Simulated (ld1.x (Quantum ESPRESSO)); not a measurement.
**C, TM: configuration errors across variants**

C, norm-conserving Troullier–Martins (Kleinman–Bylander form), made with ld1.x (Quantum ESPRESSO) 7.5 (PBEsol, scalar-relativistic). Core none, reference 1s2 2s2 2p2. Waves: 2p (bound): rc 2.50 bohr; 3d channel at 0.45 Ry: rc 1.90 bohr; 1s (bound): rc 0.30 bohr. Local part: the s channel. Core correction: none.

Occupied shells without a wave of their own: 2s. They enter only through the test configuration that unscreens the potential.

All-electron excitation energies from the reference (eV): (1) 1s2 2s2 2p1 10.789; (2) 1s2 2s2 2p0 34.807; (3) 1s2 2s1 2p0 82.771; (4) 1s2 2s1 2p3 8.427; (5) 1s2 2s0 2p0 146.196; (6) 1s2 2s1 2p2 19.502.

For the base: The 2s level has no wave, so the channel is fitted at the deeper level alone: the likely source of the large errors.

Tests that are not counted but printed errors over 1 eV. “base”: 1s1 2s2 2p2 (solver errors, printed error -119 eV). “wave 3d channel at 0.45 Ry: rc 1.90 bohr becomes 3d channel at 6.87 Ry: rc 1.90 bohr”: 1s1 2s2 2p2 (solver errors, printed error -119 eV). “wave 3d channel at 0.45 Ry: rc 1.90 bohr becomes 3d channel at 0.45 Ry: rc 1.82 bohr”: 1s1 2s2 2p2 (solver errors, printed error -119 eV). “all radii scaled by about 0.73 (s 0.22, p 1.82, d 1.38 bohr)”: 1s1 2s2 2p2 (solver errors, printed error -123 eV). “wave 1s (bound): rc 0.30 bohr becomes 1s (bound): rc 0.20 bohr”: 1s1 2s2 2p2 (solver errors, printed error -119 eV); 1s2 2s1 2p3 (solver errors, printed error -103 eV); 2 more.

4 further variants failed, have other tests or another functional or relativity, and are left out.

The file “local potential the d channel” misses its own reference levels by 2.2 eV.

Errors AE − PS in meV (a dash: test not solved or not reliable):

```tsv
change	(1)	(2)	(3)	(4)	(5)	(6)	bound ghosts
base	+85	+553	+1224	+62	+2073	+103	not determined
wave 3d channel at 0.45 Ry: rc 1.90 bohr becomes 3d channel at 6.87 Ry: rc 1.90 bohr	+85	+553	+1224	+62	+2073	+103	not determined
wave 3d channel at 0.45 Ry: rc 1.90 bohr becomes 3d channel at 0.45 Ry: rc 1.82 bohr	+85	+553	+1224	+62	+2073	+103	not determined
all radii scaled by about 0.73 (s 0.22, p 1.82, d 1.38 bohr)	+26	+176	+400	+15	+693	+32	not determined
wave 1s (bound): rc 0.30 bohr becomes 1s (bound): rc 0.20 bohr	–	+547	+1105	–	+1794	–	not determined
local potential the d channel	+111	+756	+5181	+2176	+11208	+2544	not determined
type ultrasoft; waves now 1s (bound): rc 0.30 bohr; 2s (bound): rc 0.30 bohr; 2p (bound): rcut 2.15, rcutus 2.50 bohr; 2p channel at 5 Ry: rcut 2.15, rcutus 2.50 bohr; 3d channel at 0.45 Ry: rc 1.90 bohr; local potential the d channel; augmentation built from norm-conserving waves at rcut, not smoothed further	-55	+318	+645	-18	+1039	-245	not determined
```

(1) Give the same row for: wave 2p (bound): rc 2.50 bohr becomes 2p (bound): rc 3.26 bohr.

Results:

(1) +322, +1392, +2772, +52, +4432, –; bound ghosts: not determined. Not counted: 1s1 2s2 2p2 (solver errors, printed error -27.8 eV); 1s2 2s1 2p2 (solver errors, printed error -56.7 eV).
